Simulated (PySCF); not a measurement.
Input file for PySCF: R-BP86/6-31G* on BGeH5 (SMILES [BH2][GeH3]), a point of a torsion scan.

```python
from pyscf import gto, scf, dft, mp
from pyscf.data.elements import chemcore

mol = gto.M(
    atom='''
    B     1.24213823   -0.07345677    0.00227713
    Ge   -0.74713502    0.08393203    0.00610023
    H     1.93796002    0.86138203   -0.04976087
    H     1.74565291   -1.12550111    0.05065136
    H    -1.41924322   -0.60822584   -1.13906666
    H    -1.41625445   -0.54652510    1.18788328
    H    -1.34064642    1.45662234   -0.03045196
    ''',
    basis='6-31g*',
    cart=True,
    charge=0, spin=0, verbose=3, max_memory=1800)
mf = dft.RKS(mol, xc='b88,p86')
mf.conv_tol = 1e-8
mf.max_cycle = 100
mf.kernel()
if not mf.converged:
    mf = mf.newton().run(mf.mo_coeff, mf.mo_occ)
```

Predict the final total energy.

-2104.7808 hartree.
